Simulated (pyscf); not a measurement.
# •H₂C–GaH–Cl, doublet

Gas-phase minimum from PySCF at ωB97X-D3(BJ)/def2-SVP, one conformer. •H₂C–GaH–Cl lies 24.8 kcal/mol over its isomer [H₃C–Ga–Cl]• (electronic energy, ωB97M-D3(BJ)). 

```
Ga
H 1 1.5534
C 1 1.9223 2 128.99
H 3 1.0967 1 122.00 2 179.97
H 3 1.0969 4 114.48 1 -179.99
Cl 1 2.1565 2 116.14 3 179.99
```
Charge 0, spin multiplicity 2.

Properties at ωB97X-D3(BJ)/def2-SVP:

```json
{
  "harmonic_wavenumbers_unscaled": "151, 213, 424, 462, 601, 617, 659, 735, 1372, 2060, 3154, 3264 cm⁻¹",
  "zero_point_energy": "19.6 kcal/mol",
  "rotational_symmetry_number": "1",
  "Entropy of this conformer at 298 K and 1 atm, rigid rotor and harmonic oscillator, modes under 100 cm⁻¹ raised to 100": "312.9 J/(mol K)",
  "dipole_moment": "2.48 D",
  "Spin expectation value S2": "0.753"
}
```

Single-point totals, which compare only within one level (frozen core for MP2 and CC):

```tsv
level	total energy (hartree)
ωB97X-D3(BJ)/def2-TZVP	-2424.97374
PBE/def2-TZVP	-2424.44047
r²SCAN/def2-TZVP	-2424.91977
B3LYP-D3(BJ)/def2-TZVP	-2425.05828
PBE0-D3(BJ)/def2-TZVP	-2424.53060
M06-2X/def2-TZVP	-2424.93970
ωB97M-D3(BJ)/def2-TZVP	-2425.06781
UHF/def2-TZVPP	-2422.40685
MP2/def2-TZVPP	-2422.96199
CCSD/def2-TZVPP	-2422.99398
CCSD(T)/def2-TZVPP	-2423.01733
```

Soft torsions are taken as harmonic, which can shift the entropy by several J/(mol K). The CCSD(T) − MP2 part came from Ansatz, without density fitting, on the same reference. The frozen core leaves the outer d or s,p core shells of the metals and heavy elements correlated in the MP2 and CC values, and def2-TZVPP describes them poorly, so these totals are far from the basis limit. Elements up to Kr have no core potential and no relativistic terms here.
